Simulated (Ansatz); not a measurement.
Ansatz results at the PBE0-D4/def2-TZVP geometry: ideal-gas entropy at 298 K and 1 bar (rigid rotor, harmonic PBE0-D4/def2-TZVP) 324 J/(mol·K); size of the dipole moment (ωB97M-V/def2-TZVPP) 0.45 D; size of the dipole moment (B3LYP/def2-TZVPP) 0.43 D.

Problem. Which molecule gave them?
A. `[F][Ga][Cl]`•
B. `O=C=N[SiH2]`•
C. `O[Si](O)[SiH3]`•
D. `I[CH]I`•

Solution. D. The others give `O=C=N[SiH2]`•: 311, 1.83, 1.85; `O[Si](O)[SiH3]`•: 355, 1.77, 1.74; `[F][Ga][Cl]`•: 297, 2.13, 2.10.

B3LYP here is the variant with VWN-RPA as its local correlation; programs differ in this.
